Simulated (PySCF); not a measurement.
BH3S. Atoms are numbered in the order given.

```xyz
5

B     -0.0264    -1.2150     0.0000
H      1.0062    -1.8099     0.0000
H     -1.0830    -1.7637     0.0000
S      0.0891     0.5500     0.0000
H     -1.2174     0.8490     0.0000
```
Charge 0, spin multiplicity 1.

Coordinates come from a ωB97X-D3(BJ)/def2-TZVP optimisation.

All values below come from r2SCAN/def2-TZVPD run with PySCF.

ESP charges are fitted to the potential on shells at 1.4 to 2.0 van der Waals radii. Atomic charges (e):

```csv
atom,meta-Löwdin,ESP fit
B1,-0.18,0.04
H2,0.03,0.01
H3,0.02,-0.04
S4,0.02,-0.18
H5,0.11,0.17
```
